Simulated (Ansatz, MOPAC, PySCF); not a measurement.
C2H5F3GeO3, SMILES `[OH][Ge]([OH])([OH])[CH2]C(F)(F)F`, neutral singlet in the gas phase. 

Z-matrix (Å, degrees):
```
Ge
O 1 1.7694
H 2 0.9671 1 112.66
O 1 1.7701 2 108.51 3 48.05
H 4 0.9676 1 110.98 2 -133.58
O 1 1.7743 2 113.19 3 -67.16
H 6 0.9675 1 112.64 2 -90.05
C 1 1.9627 2 103.53 3 169.26
H 8 1.0989 1 107.82 2 15.00
H 8 1.0991 9 108.58 1 117.41
C 8 1.5031 9 109.25 10 118.78
F 11 1.3405 8 112.54 9 -56.68
F 11 1.3453 12 107.40 8 123.52
F 11 1.3593 12 106.74 13 114.26
```
Charge 0, multiplicity 1.

All levels are single points at this geometry (B3LYP-D3(BJ)/def2-SVP); Pople sets use spherical d functions. Orbital energies aren't observables, and empty levels follow the basis.

```csv
level,HOMO (eV),LUMO (eV),gap (eV),dipole (D),"vertical IE, Delta-SCF (eV)"
B3LYP-D3(BJ)/def2-TZVP in Ansatz,-8.78,-0.38,8.40,0.53,11.01
CAM-B3LYP-D3(BJ)/def2-TZVP in Ansatz,-10.54,0.85,11.39,0.54,–
PBE-D3(BJ)/def2-TZVP in Ansatz,-7.30,-0.96,6.34,0.48,10.35
B3LYP/6-31G* in PySCF,-8.37,0.13,8.50,0.20,10.71
PBE/6-31G* in PySCF,-6.85,-0.52,6.33,0.16,–
HF/6-31G* in PySCF,-12.90,4.05,16.95,0.38,11.58
AM1 in MOPAC,-12.16,-0.25,11.91,0.60,–
PM6 in MOPAC,-11.67,-0.49,11.17,0.41,–
PM7 in MOPAC,-10.96,-0.83,10.13,0.87,–
```

Ansatz is a quantum-chemistry and plane-wave program.
